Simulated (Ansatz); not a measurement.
Ideal-gas functions of C3HF5 (`FC(F)=CC(F)(F)F`) at 800 K and 1 bar, from an Ansatz frequency run at PBE0-D4/def2-TZVP.

Molar mass 132.03 g/mol, point group Cs (symmetry number 1), electronic degeneracy 1, moments of inertia 128.236, 399.059, 439.436 u Å². Harmonic wavenumbers (cm⁻¹, unscaled): 22, 139, 179, 329, 382, 420, 537, 587, 611, 663, 720, 823, 890, 998, 1137, 1169, 1291, 1326, 1421, 1828, 3254.

Use S(trans) = R[1.5 ln M + 2.5 ln T − 1.1517]; rotational temperatures θ = 24.2544 K / I; S(rot) = R[ln(√π/σ · √(T³/θAθBθC)) + 1.5]; for each mode x = 1.438777 ν̃/T, S = R[x/(eˣ − 1) − ln(1 − e⁻ˣ)] and H = RT x/(eˣ − 1); 1 cm⁻¹ = 0.0119627 kJ/mol; R = 8.31446 J/(mol·K).

Task: By hand: the entropy, in J/(mol·K).

Result: Translation 190.3. Rotation: θ = 0.1891, 0.0608, 0.0552 K, giving 131.2. Vibration, mode by mode: 35.17, 19.86, 17.77, 12.80, 11.60, 10.84, 8.92, 8.24, 7.94, 7.33, 6.72, 5.77, 5.24, 4.48, 3.68, 3.52, 2.96, 2.82, 2.46, 1.38, 0.16, in all 179.7. Electronic 0.0. Sum 501.2 J/(mol·K).

Task: By hand: H − E and G − E in kJ/mol, counted from the electronic energy.

Result: Zero-point energy ½ × 18726 × 0.0119627 = 112.0; thermal vibration 67.6; translation, rotation and pV give 4 RT = 26.6. H − E = 206.2 kJ/mol, and G − E = 206.2 − 800 × 501.2/1000 = -194.8 kJ/mol.

Vibration gives 36 % of the entropy, 55.0 J/(mol·K) of it from the modes under 150 cm⁻¹: soft modes count most, and the harmonic formula is weakest for them.
